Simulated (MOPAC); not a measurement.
MOPAC input (PM6):

```
PM6 PRECISE GNORM=0.05 LET XYZ UHF MS=0.5 GEO-OK AUX(PRECISION=9) THREADS=1
BrSi

Si   -0.00000000 1   -0.00000000 1   -1.60880547 1
Br    0.00000000 1    0.00000000 1    0.64352219 1
```

Output:

```
 *******************************************************************************
 **                                                                           **
 **                              MOPAC v23.2.5                                **
 **                                                                           **
 *******************************************************************************
 ** MOPAC's Digital Object Identifier: https://doi.org/10.5281/zenodo.6511958 **
 **                                                                           **
 ** Please cite the open-source release paper for use of this MOPAC version:  **
 ** J. E. Moussa and J. J. P. Stewart (2026)                                  **
 ** MOPAC: An open-source semiempirical molecular orbital program             **
 ** J. Open Source Softw., 11(119), 8025, https://doi.org/10.21105/joss.08025 **
 *******************************************************************************

                              PM6 CALCULATION RESULTS

 *******************************************************************************
 *  PM6        - The PM6 Hamiltonian to be used
 *  GEO-OK     - OVERRIDE INTERATOMIC DISTANCE AND OTHER SAFETY CHECKS
 *  UHF        - UNRESTRICTED HARTREE-FOCK CALCULATION
 *  MS=        - IN MECI, MAGNETIC COMPONENT OF SPIN =  0.5
 *  LET        - OVERRIDE SOME SAFETY CHECKS
 *  PRECISE    - TIGHTER CRITERIA TO BE USED
 *  XYZ        - CARTESIAN COORDINATE SYSTEM TO BE USED
 *  GNORM      - EXIT WHEN GRADIENT NORM DROPS BELOW 0.050
 *  AUX        - OUTPUT AUXILIARY INFORMATION
 *******************************************************************************
PM6 PRECISE GNORM=0.05 LET XYZ UHF MS=0.5 GEO-OK AUX(PRECISION=9) THREADS=1
 BrSi

   ATOM   CHEMICAL          X               Y               Z
  NUMBER   SYMBOL      (ANGSTROMS)     (ANGSTROMS)     (ANGSTROMS)

     1      Si         -0.00000000  *  -0.00000000  *  -1.60880547  *
     2      Br          0.00000000  *   0.00000000  *   0.64352219  *

          CARTESIAN COORDINATES

    NO.       ATOM           X           Y           Z

     1        Si         -0.0000     -0.0000     -1.6088
     2        Br          0.0000      0.0000      0.6435

 General Reference for PM6:
 "Optimization of Parameters for Semiempirical Methods V: Modification of NDDO Approximations
 and Application to 70 Elements", J. J. P. Stewart, J. Mol. Mod., 13, 1173-1213 (2007)
 URL: https://link.springer.com/article/10.1007/s00894-007-0233-4

           Empirical Formula: Si Br  =     2 atoms

      MOLECULAR POINT GROUP   :   C*v

          UHF CALCULATION, NO. OF ALPHA ELECTRONS =    6
                           NO. OF BETA  ELECTRONS =    5

          Geometry optimization using EF

          DIAGONAL MATRIX USED AS START HESSIAN

 CYCLE:     1  GRAD.:     0.926 HEAT:  53.94805
 CYCLE:     2  GRAD.:     0.875 HEAT:  53.94794
 CYCLE:     3  GRAD.:     0.002 HEAT:  53.94695

     GRADIENT =  0.00155 IS LESS THAN CUTOFF =  0.05000

 -------------------------------------------------------------------------------
 PM6 PRECISE GNORM=0.05 LET XYZ UHF MS=0.5 GEO-OK AUX(PRECISION=9) THREADS=1
 BrSi

     GEOMETRY OPTIMISED USING EIGENVECTOR FOLLOWING (EF).
     SCF FIELD WAS ACHIEVED

                              PM6 CALCULATION
                                                       MOPAC v23.2.5 Linux

          FINAL HEAT OF FORMATION =         53.94695 KCAL/MOL =     225.71404 KJ/MOL

          COSMO AREA              =         99.66 SQUARE ANGSTROMS
          COSMO VOLUME            =         88.28 CUBIC ANGSTROMS

          GRADIENT NORM           =          0.00155          =       0.00110 PER ATOM
          IONIZATION POTENTIAL    =          6.958531 EV
          ALPHA SOMO LUMO (EV)    =         -6.959 -2.416
          BETA  SOMO LUMO (EV)    =         -9.432 -2.221
          NO. OF ALPHA ELECTRONS  =          6
          NO. OF BETA  ELECTRONS  =          5
          MOLECULAR WEIGHT        =        107.9895         POINT GROUP:  C*v

          MOLECULAR DIMENSIONS (Angstroms)

            Atom       Atom       Distance
           Br     2   Si     1     2.25569
           Br     2   Si     1     0.00000
           Si     1   Br     2     0.00000

          SCF CALCULATIONS        =          4

   ATOM   CHEMICAL          X               Y               Z
  NUMBER   SYMBOL      (ANGSTROMS)     (ANGSTROMS)     (ANGSTROMS)

     1      Si          0.00000000  *   0.00000000  *  -1.61048906  *
     2      Br          0.00000000  *   0.00000000  *   0.64520578  *

                             CARTESIAN COORDINATES

   1   Si        0.000000000     0.000000000    -1.610489061
   2   Br        0.000000000     0.000000000     0.645205781

           Empirical Formula: Si Br  =     2 atoms

      MOLECULAR POINT GROUP   :   C*v

          ALPHA EIGENVALUES
 -27.90487 -16.24468 -11.48089 -11.25355  -9.95358  -6.95853  -2.41573  -1.76700
   1.67065   1.67150   1.86248   1.87428   2.31636 114.04012 114.05050 114.06909
 114.18501 114.18522

           BETA EIGENVALUES
 -27.58748 -15.42101 -11.22666 -11.07788  -9.43241  -2.22063  -1.84494  -1.53405
   1.90543   1.94519   1.99423   2.18590   2.49642 114.09119 114.09285 114.27482
 114.37869 114.41802

              NET ATOMIC CHARGES AND DIPOLE CONTRIBUTIONS

  ATOM NO.   TYPE          CHARGE      No. of ELECS.   s-Pop       p-Pop       d-Pop
    1         Si           0.224260        3.7757     1.95612     1.69817     0.12144
    2         Br          -0.224260        7.2243     1.96002     5.26149     0.00275
 DIPOLE           X         Y         Z       TOTAL
 POINT-CHG.     0.000     0.000    -2.430     2.430
 HYBRID         0.000    -0.000     0.887     0.887
 SUM            0.000    -0.000    -1.542     1.542

          ATOMIC ORBITAL ELECTRON POPULATIONS

     Atom    s        px        py        pz      x^2-y^2     xz        z^2       yz        xy
    1 Si   1.95612   1.05913   0.15751   0.48154   0.00015   0.03778   0.05810   0.02542   0.00000
    2 Br   1.96002   1.90254   1.81673   1.54222   0.00000   0.00055   0.00186   0.00034   0.00000

                    (SZ)    =    0.500000
                    (S**2)  =    0.751714

          ATOMIC ORBITAL SPIN POPULATIONS

    Atom   Total    s     px     py     pz   x^2-y^2  xz     z^2    yz     xy
         Atomic
    1 Si  0.9331  0.008  0.920  0.005 -0.013  0.000  0.013  0.001 -0.000  0.000
    2 Br  0.0669  0.001  0.067 -0.005  0.003  0.000  0.000  0.000  0.000  0.000

 **********************
 *                    *
 * JOB ENDED NORMALLY *
 *                    *
 **********************

 == MOPAC DONE ==
```
